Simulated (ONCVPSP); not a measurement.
Which change was made? (W, ONCV)

ONCVPSP 4.0.1 input, shortened (lines: element, Z, core and valence counts, functional; n l f; lmax; l rc ep ncon nbas qcut; lloc lpopt rc5 dvloc0; l nproj debl; icmod fcfact rcfact), BLYP, scalar-relativistic:

```
  W 74.00   10    4  -106131      upf
    1    0    2.00
    2    0    2.00
    2    1    6.00
    3    0    2.00
    3    1    6.00
    3    2   10.00
    4    0    2.00
    4    1    6.00
    4    2   10.00
    4    3   14.00
    5    0    2.00
    5    1    6.00
    5    2    4.00
    6    0    2.00
    3
    0    1.75    0.00    5   10    5.60
    1    1.75    0.00    4    9    7.80
    2    2.60    0.00    3    8    5.40
    3    2.10    0.15    4    7    5.70
    4    5    1.55    0.00
    0    2    3.60
    1    2    3.30
    2    2    3.50
    3    3    2.90
    3    1.50    1.15
```

Cutoffs, loose and tight: the cutoffs (Ha) at which the residual kinetic energy of the hardest occupied pseudo-wave falls to 1 and 0.1 mHa per electron. They do not see the model core or the augmentation charge, which bear on the density cutoff. Test errors are all-electron minus pseudo excitation energies from the reference, over the configurations 5s2 5p6 5d4 6s1; 5s2 5p6 5d4 6s0; 5s2 5p6 5d3 6s0; 5s2 5p6 5d3 6s2; variants that change the core or the reference have their own tests.

The base gives: outcome: generated; cutoff, loose: 19 Ha; cutoff, tight: 84 Ha; bound ghosts: none; GHOST(+) flags above zero: s, f; largest test error (meV): +12.

Q: After one change the result is: outcome: generated; cutoff, loose: 13 Ha; cutoff, tight: 16 Ha; bound ghosts: none; GHOST(+) flags above zero: none; largest test error (meV): +48. Which change was it?
A. all radii but the core radius scaled by about 1.06 (s 1.86, p 1.86, d 2.76, f 2.24 bohr); local potential polynomial inside 1.64 bohr (lpopt 5, dvloc0 0 Ha)
B. all radii but the core radius scaled by about 1.34 (s 2.34, p 2.34, d 3.48, f 2.80 bohr); local potential polynomial inside 2.08 bohr (lpopt 5, dvloc0 0 Ha)
C. all radii but the core radius scaled by about 0.79 (s 1.38, p 1.38, d 2.06, f 1.66 bohr); local potential polynomial inside 1.22 bohr (lpopt 5, dvloc0 0 Ha)

A: B. The others give: all radii but the core radius scaled by about 0.79 (s 1.38, p 1.38, d 2.06, f 1.66 bohr); local potential polynomial inside 1.22 bohr (lpopt 5, dvloc0 0 Ha) → outcome: generated; cutoff, loose: 135 Ha; cutoff, tight: 160 Ha; bound ghosts: f; GHOST(+) flags above zero: s, d, f; largest test error (meV): -5.0 | all radii but the core radius scaled by about 1.06 (s 1.86, p 1.86, d 2.76, f 2.24 bohr); local potential polynomial inside 1.64 bohr (lpopt 5, dvloc0 0 Ha) → outcome: generated; cutoff, loose: 13 Ha; cutoff, tight: 38 Ha; bound ghosts: f; GHOST(+) flags above zero: f; largest test error (meV): +17.
